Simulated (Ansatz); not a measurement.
Ansatz results at the PBE0-D4/def2-TZVP geometry: LUMO energy (B3LYP/def2-TZVPP) -1.88 eV; size of the dipole moment (ωB97M-V/def2-TZVPP) 1.02 D; HOMO energy (PBE0/def2-TZVPP) -7.18 eV.

Q: Which molecule gave them?
A. `OC[TeH]`
B. `[OH][GeH]([PH2])[Br]`
C. `NB(O)[SeH]`
D. `[SiH3]C1=[CH][GaH][CH2]1`

A: D. The others give `OC[TeH]`: -1.01, 1.22, -6.36; `[OH][GeH]([PH2])[Br]`: -1.00, 2.04, -7.94; `NB(O)[SeH]`: -0.16, 3.81, -6.66.

B3LYP here is the variant with VWN-RPA as its local correlation; programs differ in this.
